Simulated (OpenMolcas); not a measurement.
Pt4+ with its 6 nearest fluoride ions at 1.889 Å, on the Ge site of Cs2GeF6 (a = 9.021 Å, distance in the model lattice 1.804 Å). The rest of the host is ab initio model potentials to 7.6 Å and point charges beyond; the distance is set by hand and nothing relaxes. Ligand basis ANO-RCC-VDZP.

```json
{
 "Program": "OpenMolcas 26.06",
 "Method": "SS-CASPT2, IPEA 0.25 Eh, imaginary shift 0.1 Eh (closed shells correlated: 5s 5p and the ligand valence shells)",
 "Basis": "ANO-RCC-VDZP [7s6p4d2f]",
 "Scalar Hamiltonian": "DKH2, point nucleus",
 "Active space": "6 electrons in 5 orbitals (5d)",
 "State averaging": "2S+1 = 5 even, 5 roots; 2S+1 = 3 even, 45 roots; 2S+1 = 1 even, 50 roots",
 "Spin-orbit coupling": "state interaction with AMFI integrals over the reference wave functions"
}
```

Question: What is the spin-free ground state (labels of O, the rotations of Oh)?

Answer: 1A1, 1-fold in its orbital part; d6 allows 2S+1 = 5, so this is a state of lower spin.

Question: Where is the first state of the same spin?

Answer: 1T1 at 33500 cm-1 above the ground state.

Question: What are the lowest two levels with spin-orbit coupling?

Answer: A 1-fold level, then a 2-fold level 27250 cm-1 above it. Their leading multiplicities are 1 (90 %) and 3 (95 %).

Question: What is χT at 300 K, and how does it compare with the textbook value?

Answer: The lowest level has 2S+1 = 1, for which the spin-only value is χT = S(S+1) / 2 = 0.000 cm3 K/mol (g = 2). The computed 0.012 at 300 K differs by +0.012, through orbital momentum, spin-orbit coupling and any other state in reach.

Roots that are degenerate in the reference are averaged as groups; the widest CASPT2 spread within a group is 1000 cm-1 (the 3-fold group of multiplicity 3 near 29500 cm-1 above the lowest state of its run). Shifts and gaps below about the spread of the groups concerned are not significant. Over all roots computed the reference weight is 0.67 to 0.71; a low but even weight reflects the number of correlated electrons. The least metal-like active orbital is 67 % on the metal (Löwdin) and no ligand orbital is active, so the numbers are rough, and ground spin, moment and any spin crossover can be artefacts of this space; highly charged d ions in such sites are as a rule low spin. Ligand-to-metal charge-transfer states are missing. With no ligand orbital active B as a rule stays too high, so bands that hang on it stand too high and its fall with covalency is understated. With one d shell and no ligand orbital active, 10Dq can be off by a tenth or more. No measured value stands beside these numbers; the geometry was set by hand and not optimised.
